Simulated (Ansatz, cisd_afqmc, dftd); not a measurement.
Species: H3GeO3, charge 0, doublet. H3GeO3 (SMILES [OH][Ge]([OH])[OH], doublet).
B3LYP-D3(BJ)/def2-TZVP minimum from Ansatz (a program for electronic structure):
```xyz
7

Ge     0.0026     0.2474    -0.1837
O     -1.1357     0.4301     1.1902
O     -0.4864    -1.2426    -1.0539
O      1.6128    -0.0872     0.5316
H     -0.8045     1.0263     1.8727
H     -1.4334    -1.2749    -1.2360
H      2.2305    -0.4712    -0.1024
```
Charge 0, spin multiplicity 2.

Property: atomisation energy (electronic, to ground-state atoms), in kcal/mol. Radicals and triplets start from unrestricted determinants; spin-orbit coupling is neglected. Correlated methods leave the cores frozen (noble-gas shells, and filled d and f shells in the p block). No relativity. AFQMC is phaseless with a CISD trial state; ± is one standard error, without the phaseless bias. Outlying blocks are dropped, and bars are widened where a walk drifts. Over all cases where full CI ran beside it in this data, AFQMC minus full CI had a median of +0.1 mEh and passed +0.4 mEh in a tenth of the cases. CBS(X,Y): correlation extrapolated as X^-3, Hartree-Fock from the larger set (Q,5: extrapolated as (X+1)exp(-9√X)). A bracket is a step between two methods taken in the basis named. Where a partner has so few electrons that a lower coupled-cluster level is exact, that level stands in.

```tsv
level	program	atomisation energy (kcal/mol)
HF/CBS(cc-pVQZ,cc-pV5Z)	Ansatz	375.1
PBE-D4/def2-TZVPD	Ansatz + dftd4	602.3
r2SCANh/def2-TZVPD	Ansatz	579.6
CCSD(T)/cc-pVDZ	Ansatz	515.7
AFQMC/CISD/cc-pVTZ	cisd_afqmc	568.8 ± 0.4
CCSD(T)/CBS(cc-pVQZ,cc-pV5Z) + [AFQMC/CISD - CCSD(T)]/cc-pVTZ	Ansatz + cisd_afqmc	592.9 ± 0.4
```
